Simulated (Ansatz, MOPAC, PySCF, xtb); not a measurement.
Noncovalent pair: CH3F (SMILES CF) (first 5 atoms) with CH6Si (SMILES C[SiH3]); geometry from B3LYP-D3(BJ)/def2-TZVP, rigid monomers moved along the line of their centres of mass till F2···Si7 is 4.56 Å.
(charge 0, multiplicity 1):
```xyz
13

C     -0.682     0.493    -0.302
F      0.316    -0.271     0.299
H     -0.489     0.532    -1.374
H     -1.645     0.023    -0.105
H     -0.657     1.495     0.126
C      1.159    -1.049     4.842
Si    -0.244     0.190     4.804
H      2.024    -0.641     5.368
H      1.462    -1.306     3.827
H      0.855    -1.964     5.353
H     -0.665     0.546     6.183
H     -1.428    -0.359     4.099
H      0.162     1.442     4.119
```

| level | interaction energy (kcal/mol) | cost |
|---|---|---|
| PM3 | 0.15 | - |
| GFN1-xTB | -0.53 | - |
| GFN2-xTB | -0.67 | - |
| HF/6-31G* | -0.38 | - |
| PBE/def2-TZVPPD | -0.45 | ×1 |
| PBE-D3(BJ)/def2-TZVPPD | -0.75 | ×1 |
| PBE-D4/def2-TZVPPD | -0.71 | ×1 |
| r2SCAN-D3(BJ)/def2-TZVPPD | -0.67 | ×1 |
| B3LYP/6-31G* (no counterpoise) | -0.75 | - |
| B3LYP/6-311+G** (no counterpoise) | -0.33 | - |
| B3LYP-D3(BJ)/def2-TZVPPD | -0.62 | ×2 |
| MP2/6-31G* (no counterpoise) | -0.92 | - |
| SCS-MP2/aug-cc-pV(D+d)Z | -0.57 | - |
| CCSD(T)/aug-cc-pV(D+d)Z | -0.65 | ×10 |

The rows run from -0.92 (MP2/6-31G* (no counterpoise)) to 0.15 kcal/mol (PM3). The dispersion term adds -0.29 in PBE-D3(BJ), -0.26 in PBE-D4.

Interaction energies are E(AB) − E(A) − E(B) at the monomers' geometry in the complex; basis-set methods are counterpoise corrected. Rows marked so take none.

Cores are frozen in the correlated methods. Rows in 6-311+G**, 6-31G* carry no dispersion term and start afresh at each structure (6-31G* with six Cartesian d functions). MP2/6-31G* freezes PySCF's default core. The state that PM3 reach isn't checked.

Run with Ansatz (Gaussian basis) for Hartree–Fock, density functionals and correlated methods; MOPAC for PM3 (differences of heats of formation); PySCF for 6-311+G** rows, 6-31G* rows, the dispersion terms; xtb for the GFN methods. 

Costs are rough ratios of core time to PBE/def2-TZVPPD (about 9 s over the structures, on one shared machine); a dash marks a level with no comparable run of its own.

Ansatz is a program for electronic structure.
